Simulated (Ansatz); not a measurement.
Two isomers of C2H10N2Si: A = `CN[SiH](C)N`, B = `C[SiH](N)CN`.

Computed with Ansatz on PBE0-D4/def2-TZVP structures; ΔE is electronic, products minus reactants. CCSD(T)/CBS is the MP2 limit (def2-TZVPP, def2-QZVPP) plus CCSD(T) − MP2 in def2-TZVPP, frozen cores. DFT in def2-TZVPP. B3LYP here is the variant with VWN-RPA as its local correlation; programs differ in this. Each species was taken in one conformer, which may not be the lowest.

(1) Which is lower in electronic energy at CCSD(T)/CBS, and by how much? (Best estimate.)

(2) Give E(B) − E(A) in kcal/mol with B3LYP-D4, PBE-D4, B2PLYP, ωB97M-V, CCSD(T)/def2-TZVPP, B3LYP, HF/def2-TZVPP. (Best estimate.)

Largest T1 diagnostic: 0.010.

Answers

(1) Computed: A, by 17.3 kcal/mol.

(2) Computed: B3LYP-D4 17.6, PBE-D4 15.5, B2PLYP 17.8, ωB97M-V 16.9, CCSD(T)/def2-TZVPP 17.2, B3LYP 17.7, HF/def2-TZVPP 19.7. None reverses the order clearly.

In def2-TZVPP, CCSD(T) changes the Hartree–Fock value by −2.5 kcal/mol (the triples alone add −0.3 kcal/mol) and MP2 by −2.0 kcal/mol.
